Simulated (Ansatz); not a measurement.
`[F][Al@-]1([Cl])[Cl+][Al@-]([F])([Cl])[Cl+]1`, relaxed with RKS PBE0-D4/def2-TZVP in the Gaussian-basis code of Ansatz from a GFN2-xTB geometry. The force threshold is 0.005 eV/Å; the program also tests the step.

The species carries charge 0 and has multiplicity 1.

Start:

```xyz
8

F    -1.177    1.053    2.057
Al   -1.130   -0.237    1.026
Cl   -2.317   -1.863    1.061
Cl    1.018   -0.728    0.952
Al    1.130    0.237   -1.026
F     1.180   -1.048   -2.062
Cl    2.315    1.865   -1.054
Cl   -1.020    0.723   -0.955
```

(1) How much energy does the relaxation release, and in how many steps? (Best estimate.)

(2) Which bonds change most? (Estimate.)

(3) Give the relaxed structure. (Best estimate.)

## Answers

(1) Ansatz gave: 18.88 kJ/mol, in 5 steps.

(2) The calculation gave: Al5–Cl7 from 2.013 to 2.070 Å; Al2–Cl3 from 2.013 to 2.070 Å; Al5–Cl8 from 2.205 to 2.259 Å; Cl4–Al5 from 2.205 to 2.259 Å.

(3) Ansatz gave: 
```xyz
8

F    -1.293    1.030    2.164
Al   -1.130   -0.178    1.073
Cl   -2.348   -1.852    1.101
Cl    1.052   -0.752    0.984
Al    1.131    0.177   -1.073
F     1.297   -1.026   -2.168
Cl    2.345    1.854   -1.095
Cl   -1.053    0.747   -0.986
```
